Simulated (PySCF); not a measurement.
# F⁺ (fluorine, charge +1): UHF calculation

Configuration: [He] 2s2 2p4, high-spin 3P determinant. Calculation: PySCF 2.14, in x2c-TZVPPall with one added diffuse shell each of s, p, d type (6s4p3d1f, 40 functions); the spin-free X2C one-electron Hamiltonian (Gaussian nucleus).

* Total energy: -98.924228 hartree
* One-electron energy: -133.3208 hartree
* Hartree (Coulomb) energy: 44.0856 hartree
* Exchange energy: -9.6890 hartree
* ⟨S²⟩: 2.0051
* ⟨L²⟩: 2.010
* Sum of ⟨r⟩: 6.153 bohr
* Sum of ⟨r²⟩: 7.092 bohr²
* Traceless quadrupole moment −½Σ⟨3z² − r²⟩ along its main axis: -0.539 e·bohr²
* Langevin diamagnetic susceptibility: -5.62 ×10⁻⁶ cm³/mol

```json
{"shell": "1s α", "electrons": "1", "mean orbital energy (eV)": "-740.63", "spread (eV)": "0", "rms radius, mean of both spins (bohr)": "0.204"}
{"shell": "1s β", "electrons": "1", "mean orbital energy (eV)": "-737.71", "spread (eV)": "0", "rms radius, mean of both spins (bohr)": "0.204"}
{"shell": "2s α", "electrons": "1", "mean orbital energy (eV)": "-65.410", "spread (eV)": "0", "rms radius, mean of both spins (bohr)": "1.05"}
{"shell": "2s β", "electrons": "1", "mean orbital energy (eV)": "-54.362", "spread (eV)": "0", "rms radius, mean of both spins (bohr)": "1.05"}
{"shell": "2p α", "electrons": "3", "mean orbital energy (eV)": "-40.710", "spread (eV)": "3.300", "rms radius, mean of both spins (bohr)": "1.09"}
{"shell": "2p β", "electrons": "1", "mean orbital energy (eV)": "-35.647", "spread (eV)": "0", "rms radius, mean of both spins (bohr)": "1.09"}
```

Spin-orbit constants ζ (cm⁻¹) from the X2C one-electron operator on these orbitals: bare nucleus, nucleus screened by l(l+1)(2l+1)/3 electrons, and screened by the Breit-Pauli mean field of the electrons.

```tsv
shell	bare	screened nucleus	mean field
2p	479.2	372.7	327.7
```

To first order the Landé constant is A = -163.8 cm⁻¹, so the lowest level has J = 2 and lies 0.0203 eV below the centre of the term. This holds in LS coupling only.
